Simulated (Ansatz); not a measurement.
Species: C$_{3}$H$_{9}$Ga, SMILES `[CH3][Ga]([CH3])[CH3]` (charge 0, multiplicity 1), formula C3H9Ga.

How many basis functions does Ansatz (a program for electronic structure) with frozen-core CCSD(T)/cc-pVTZ // B3LYP-D3(BJ)/def2-TZVP use, how many core orbitals are frozen, and how many electrons are correlated?

259 basis functions and 12 frozen orbitals, which leaves 34 correlated electrons (filled d shells below the valence shell are correlated). Core time is of the order of minutes.
